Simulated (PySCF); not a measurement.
C₄H₅BO₂. Atoms are numbered in the order given.

```xyz
12

C     -1.4364     1.6837     0.0000
C     -0.3887     0.8383     0.0000
C      1.0444     1.1607     0.0000
C      1.7423     0.0059     0.0000
O      0.9690    -1.1398     0.0000
B     -0.3669    -0.7336     0.0000
O     -1.3909    -1.6112     0.0000
H     -1.3089     2.7719     0.0000
H     -2.4627     1.3051     0.0000
H      1.4870     2.1573     0.0000
H      2.8203    -0.1580     0.0000
H     -1.0956    -2.5319     0.0000
```
Charge 0, spin multiplicity 1.

Geometry: B3LYP-D3(BJ)/def2-SVP. This is a generated structure with no PubChem entry under its InChIKey; it may be hypothetical. Other conformers were not sampled.

The numbers are results of TDDFT-PBE/def2-SVPD in PySCF, not measurements.

Vertical excitations. The molecule is in vacuum. State labels are in the subgroup Cs.

Computed lowest excited states:
```tsv
state	symmetry	energy (eV)	λ (nm)	f	main pairs
S1	A'	3.91	317	0.102	HOMO→LUMO 89 %
S2	A"	5.03	246	0.000	HOMO→LUMO+1 100 %
S3	A"	5.25	236	0.001	HOMO−1→LUMO 99 %
S4	A'	6.03	205	0.247	HOMO−2→LUMO 61 %, HOMO→LUMO+2 18 %, HOMO→LUMO 10 %
S5	A"	6.06	205	0.001	HOMO→LUMO+3 100 %
S6	A'	6.24	199	0.014	HOMO→LUMO+2 48 %, HOMO−2→LUMO 23 %, HOMO−3→LUMO 20 %
S7	A"	6.26	198	0.013	HOMO→LUMO+4 100 %
S8	A"	6.55	189	0.000	HOMO−4→LUMO 99 %
S9	A"	6.82	182	0.001	HOMO→LUMO+5 100 %
S10	A'	6.84	181	0.091	HOMO−3→LUMO 70 %, HOMO→LUMO+2 20 %
T1	A'	2.55	486	0	HOMO→LUMO 97 %
T2	A'	4.55	272	0	HOMO−2→LUMO 82 %, HOMO→LUMO+2 16 %
T3	A"	4.88	254	0	HOMO−1→LUMO 99 %
T4	A"	4.99	248	0	HOMO→LUMO+1 100 %
```
Triplets are in the Tamm–Dancoff approximation, which puts them higher than full response would, so one can lie above its singlet here.
